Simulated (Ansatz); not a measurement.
`C[Si]SC`, charge 0, multiplicity 1.

(1) Give a relaxed structure at PBE0-D4/def2-TZVP (Ansatz). (Best estimate.)

Results:

(1) Computed: 
Z-matrix (Å, degrees):
```
C
Si 1 1.902
H 1 1.095 2 111.4
H 1 1.095 2 111.6 3 119.8
H 1 1.092 2 110.2 3 -120.0
S 2 2.120 1 101.6 3 -60.4
C 6 1.813 2 111.5 1 -0.1
H 7 1.090 6 107.2 2 179.4
H 7 1.089 6 110.9 2 60.4
H 7 1.089 6 110.8 2 -61.6
```
Point group Cs.
This is one stationary point; other conformers may exist.
